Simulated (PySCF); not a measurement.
**How methods differ on the interval between two levels of Al⁺**

Al⁺ [Ne] 3s2 → Al⁺ [Ne] 3s1 3p1 [3P2, M_J = 2], as a difference of total energies. All numbers are calculated (PySCF 2.14, the two-component X2C-1e Hamiltonian, in x2c-SVPall-2c with one added diffuse shell each of s, p type (5s5p1d, 25 functions)). Correlated levels: [Ne] frozen. "Screened" scales the spin-orbit matrix elements by Boettger's factors to mimic the two-electron term; Breit and QED terms are absent.

| method | interval between two levels (cm⁻¹) |
| --- | --- |
| GHF (spin-free) | 29080 |
| GMP2 (spin-free) | 34120 |
| GHF (screened spin-orbit) | 29148 |
| GMP2 (screened spin-orbit) | 34189 |

Errors of the correlated levels include the incompleteness of this basis and the frozen core.

The labels give the starting determinants; with spin-orbit coupling the two ends relaxed to ⟨J²⟩ = 0.00, ⟨L²⟩ = 0.00, ⟨S²⟩ = 0.00 and ⟨J²⟩ = 6.00, ⟨L²⟩ = 2.00, ⟨S²⟩ = 2.00.

For comparison: 37578 cm⁻¹ (measured; NIST Handbook of Basic Atomic Spectroscopic Data (Sansonetti and Martin, J. Phys. Chem. Ref. Data 34, 1559 (2005))).
